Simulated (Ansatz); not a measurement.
CuH2Se (charge +1), singlet: a pair in one relaxed arrangement.

The input file, in.yaml:

```yaml
crystal:
  periodic: [false, false, false]
  atoms:
    - {symbol: Cu, position_ang: [0.494964, -0.763600, -1.657238]}
    - {symbol: Se, position_ang: [-0.308044, 0.657380, 0.018520]}
    - {symbol: H, position_ang: [-1.051131, -0.393447, 0.739091]}
    - {symbol: H, position_ang: [0.864312, 0.499668, 0.899626]}
basis:
  gaussian: {orbitals: "def2-TZVPPD.json"}
total_charge: 1
correlation: {method: ccsd_t, frozen_orbitals: {Cu: 9, H: 0, Se: 9}}
```

The basis file named in the input lies beside it (Basis Set Exchange, JSON).

Run by:

```bash
ansatz run in.yaml --threads 2 --pin off --events-out ev --progress --plain --max-ram 5222MiB
```

The run's output (Ansatz 0.2.0):

```
Functional definition: HF
  name "HF"
  cite "Fock, Z. Phys. 61, 126 (1930) doi:10.1007/BF01340294"
  parent pbe
  exchange = exact_x
  correlation = 0
1002 factors; integrals over basis functions are off by at most 9.3e-4 eV
mean field evaluation 1: about -109910.6212 eV, gradient 1.4e2 eV
mean field evaluation 2: about -109910.7255 eV, gradient 1.4e2 eV
mean field evaluation 4: about -109926.2463 eV, gradient 1.0e1 eV
mean field evaluation 8: about -109926.7256 eV, gradient 1.3e0 eV
mean field evaluation 16: about -109926.7397 eV, gradient 1.6e-6 eV
mean field evaluation 32: about -109916.3487 eV, gradient 2.3e1 eV
mean field -109926.73970378 eV, -4039.7331730937 hartree, gradient 1.6e-6 eV, S^2 0.000000; 0 other end points of the search recorded, 0 dependent functions left out
18 core orbitals not correlated: weight in the atoms' cores, before any rotation towards them, 1.000 or more for the frozen orbitals, at most 0.000 for the correlated occupied ones
reference -109926.73970378 eV, -4039.7331730937 hartree; 14, 14 occupied and 126, 126 virtual orbitals, 1002 factors
second order -20.86654314 eV of doubles, -0.00000000 eV of singles
cycle   1  -18.51536333 eV  change     2.4e0 eV  update   1.5e-1
cycle   2  -19.30872381 eV  change   -7.9e-1 eV  update   9.1e-2
cycle   3  -19.50421329 eV  change   -2.0e-1 eV  update   2.5e-2
cycle   4  -19.48236040 eV  change    2.2e-2 eV  update   1.1e-2
cycle   5  -19.46454853 eV  change    1.8e-2 eV  update   6.5e-3
cycle   6  -19.46994589 eV  change   -5.4e-3 eV  update   3.6e-3
cycle   7  -19.47237400 eV  change   -2.4e-3 eV  update   2.0e-3
cycle   8  -19.47066253 eV  change    1.7e-3 eV  update   1.0e-3
cycle   9  -19.47110766 eV  change   -4.5e-4 eV  update   4.1e-4
cycle  10  -19.47194334 eV  change   -8.4e-4 eV  update   2.0e-4
cycle  11  -19.47153058 eV  change    4.1e-4 eV  update   8.9e-5
cycle  12  -19.47140080 eV  change    1.3e-4 eV  update   4.2e-5
cycle  13  -19.47149774 eV  change   -9.7e-5 eV  update   1.6e-5
cycle  14  -19.47146658 eV  change    3.1e-5 eV  update   8.3e-6
perturbative correction -0.72711642 eV, -0.0267210356 hartree
Total energy: -109946.93828678 eV, -4040.4754573277 hartree
```

The lines “mean field evaluation” count trial sets of orbitals through the whole run, from several starts and some on an approximate energy, so they need not fall steadily or lie above the final value.

Time: 16 s of wall clock on 2 CPU threads of an Intel Xeon Platinum 8488C; the host was shared. Peak host memory: 0.8 GiB.
